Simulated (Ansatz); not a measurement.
Total energies of `[GaH2][NH][SiH2][SiH2][GeH3]`.

Z-matrix (Å, degrees):
```
Si
N 1 1.719
Si 1 2.352 2 107.2
H 1 1.492 2 110.4 3 117.0
H 1 1.493 2 114.5 3 -122.2
Ga 2 1.850 1 125.6 3 29.3
H 2 1.009 1 116.9 3 -140.2
Ge 3 2.384 1 105.6 2 31.7
H 3 1.490 1 112.4 2 148.7
H 3 1.488 1 114.4 2 -87.4
H 6 1.565 2 114.5 1 20.7
H 6 1.560 2 117.5 1 -168.7
H 8 1.537 3 114.8 1 -161.5
H 8 1.565 3 110.1 1 -43.2
H 8 1.538 3 112.2 1 72.8
```

Charge 0, multiplicity 1. Correlated methods include outer-core shells of Ga, Ge, which these sets cover unevenly. Scalar relativity is left out up to krypton. All single points use the PBE0-D4/def2-TZVP geometry. It is one conformer, not always the lowest. Basis def2-TZVPP, Ansatz.

RPA on PBE orbitals: Hartree–Fock energy of these orbitals -4636.71539 Eh, correlation -1.65794 Eh (frozen core).

```
             functional                                kind  energy without D4 (Eh)  D4 term (kJ/mol)
            LDA (SPW92)                                 LDA             -4632.64826                 –
                    PBE                                 GGA             -4640.68243             -47.3
                 r2SCAN                            meta-GGA             -4641.57505             -11.6
                 B97M-V                  meta-GGA with VV10             -4640.77598                 –
                   PBE0  global hybrid, 25 % exact exchange             -4640.84790             -41.0
HSE06 (plane-wave form)                     screened hybrid             -4640.83051             -39.0
                  BHLYP                 global hybrid, 50 %             -4641.59395             -68.8
              CAM-B3LYP              range-separated hybrid             -4641.89823             -42.9
                 B2PLYP                       double hybrid             -4640.64772                 –
               PBE-QIDH                       double hybrid             -4640.01006                 –
```

Task: Give the same for revPBE, BLYP, B3LYP, r2SCANh, r2SCAN0, LC-ωPBE, ωB97X-V, ωB97M-V. (An estimate is asked.)

Result: Ansatz gave: 
```
functional                                       kind  energy without D4 (Eh)  D4 term (kJ/mol)
    revPBE                                        GGA             -4641.22971            -115.1
      BLYP                                        GGA             -4641.74982             -98.9
     B3LYP                        global hybrid, 20 %             -4641.82442             -76.8
   r2SCANh                      meta-GGA hybrid, 10 %             -4641.55051             -12.7
   r2SCAN0                      meta-GGA hybrid, 25 %             -4641.51611             -14.1
   LC-ωPBE                long-range corrected hybrid             -4640.94693                 –
   ωB97X-V       range-separated hybrid GGA with VV10             -4641.20787                 –
   ωB97M-V  range-separated hybrid meta-GGA with VV10             -4641.36750                 –
```

B3LYP takes the VWN-RPA correlation (the form of Gaussian; ORCA's B3LYP/G). HSE06 is the plane-wave form, built on full-range PBE exchange. The double hybrids freeze the cores in their second-order part.

LC-ωPBE has ω = 0.4 bohr⁻¹.
